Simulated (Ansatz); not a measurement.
`[OH][Hf]([Cl])([Cl])[Cl]` and `C[O][Hf]([OH])([Cl])[Cl]` differ in one atom or group.

Ansatz, PBE0-D4/def2-TZVP geometries, multiplicity 1. Each molecule was computed in one conformer, which needn't be the lowest.

Elements past krypton have def2 core potentials.

```
                                          property  `[OH][Hf]([Cl])([Cl])[Cl]`
                 HOMO energy (PBE/def2-TZVPP) / eV                       -7.91
                 LUMO energy (PBE/def2-TZVPP) / eV                       -2.22
size of the dipole moment (ωB97M-V/def2-TZVPP) / D                        2.85
                LUMO energy (PBE0/def2-TZVPP) / eV                       -1.40
             HOMO energy (ωB97M-V/def2-TZVPP) / eV                      -11.51
             HOMO–LUMO gap (B3LYP/def2-TZVPP) / eV                        7.40
```

Problem. Give the same properties after the change, and the shifts. (Best estimate.)

Solution. Ansatz gave: 
```json
{"property": "HOMO energy (PBE/def2-TZVPP) / eV", "`C[O][Hf]([OH])([Cl])[Cl]`": "-7.25", "shift": "0.66"}
{"property": "LUMO energy (PBE/def2-TZVPP) / eV", "`C[O][Hf]([OH])([Cl])[Cl]`": "-1.46", "shift": "0.76"}
{"property": "size of the dipole moment (ωB97M-V/def2-TZVPP) / D", "`C[O][Hf]([OH])([Cl])[Cl]`": "3.95", "shift": "1.10"}
{"property": "LUMO energy (PBE0/def2-TZVPP) / eV", "`C[O][Hf]([OH])([Cl])[Cl]`": "-0.62", "shift": "0.78"}
{"property": "HOMO energy (ωB97M-V/def2-TZVPP) / eV", "`C[O][Hf]([OH])([Cl])[Cl]`": "-10.99", "shift": "0.52"}
{"property": "HOMO–LUMO gap (B3LYP/def2-TZVPP) / eV", "`C[O][Hf]([OH])([Cl])[Cl]`": "7.61", "shift": "0.21"}
```

With PBE0 the HOMO rises by 0.59 eV and the LUMO rises by 0.78 eV, so the gap widens by about 0.19 eV. PBE moves the HOMO by 0.66 eV and ωB97M-V by 0.52 eV. Dipoles are sizes alone; their direction can turn.

B3LYP here is the variant with VWN-RPA as its local correlation; programs differ in this.
